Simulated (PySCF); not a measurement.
C₄H₇Cl₂FSi.
Numbering: `[F:1][C@@H:2]([Cl:3])[C@@H:4]([Cl:5])[C@@H:6]1[CH2:7][SiH2:8]1` (hydrogens: H9 on C2; H10 on C4; H11 on C6; H12, H13 on C7; H14, H15 on Si8)

Cartesian coordinates in Å at the GFN2-xTB level; atoms count from 1:
```
atom  x, y, z in Å
F1     1.539    0.297    1.813
C2     1.933    0.282    0.506
Cl3    2.609   -1.320    0.154
C4     0.734    0.609   -0.377
Cl5    1.392    0.927   -2.035
C6    -0.312   -0.448   -0.390
C7    -1.729   -0.031   -0.812
Si8   -1.606   -0.525    0.999
H9     2.741    1.015    0.402
H10    0.324    1.565   -0.037
H11    0.041   -1.374   -0.830
H12   -1.841    1.010   -1.084
H13   -2.205   -0.675   -1.537
H14   -2.046   -1.851    1.385
H15   -1.578    0.529    1.993
```

Method: TDDFT B3LYP/def2-SVPD, vertical, gas phase, core orbitals frozen in the response (PySCF).

Kohn–Sham orbitals with the atoms that hold most of them (Löwdin shares over 4%, at most four atoms; ? is withheld):

| orbital | ε (eV) | atoms |
| --- | --- | --- |
| LUMO+2 | -0.03 | Cl3 24%, Si8 19%, C2 10%, H15 7% |
| LUMO+1 | -0.13 | Cl3 16%, Cl5 15%, Si8 13%, C2 11% |
| LUMO | -0.56 | ? |
| HOMO | ? | ? |
| HOMO-1 | -8.41 | Cl5 53%, Cl3 14%, C4 8%, C7 6% |
| HOMO-2 | -8.48 | Cl5 35%, C7 19%, C6 13%, Cl3 11% |
| HOMO-3 | -8.62 | Cl3 32%, Cl5 26%, C4 9%, C6 9% |

Problem. Which atoms hold the HOMO, and with what shares?

Solution. Si8 (bonded to 2 C and 2 H) 28%; C6 (bonded to 2 C, Si and H) 26%; C7 (bonded to C, Si and 2 H) 21%; Cl5 (bonded to C) 8%. By element: carbon 47% or more, silicon 28%, chlorine 8% or more.

Problem. Give the leading atoms of the LUMO.

Solution. Si8 (bonded to 2 C and 2 H) 30%; Cl5 (bonded to C) 22%; C4 (bonded to 2 C, Cl and H) 12%; H14 (bonded to Si) 9%.

Problem. What is the HOMO energy, and the HOMO–LUMO gap?

Solution. ε(HOMO) = -7.06 eV; the gap is 6.50 eV (0.2387 hartree).

Problem. The HOMO–LUMO gap is 6.50 eV. Where does the response calculation put the lowest singlet, and from which orbitals?

Solution. S1 is at 5.87 eV (f = 0.214), 0.62 eV below the gap, made of HOMO→LUMO (84%), HOMO→LUMO+1 (11%). 

Problem. One configuration dominates each of S1, S3 and S6. Which, and how do the shares of the two leading atoms of either orbital change from the occupied to the empty one?

Solution. 
- S1 (5.87 eV, f 0.214), HOMO→LUMO (84%): Si8 28% → 30%, C6 26% → at most 9%, Cl5 8% → 22%
- S3 (6.29 eV, f 0.092), HOMO→LUMO+1 (72%): Si8 28% → 13%, C6 26% → at most 11%, Cl3 at most 9% → 16%, Cl5 8% → 15%
- S6 (6.80 eV, f 0.0018), HOMO-1→LUMO (70%): Cl5 53% → 22%, Cl3 14% → at most 9%, Si8 at most 6% → 30%

One conformer stands for the species.
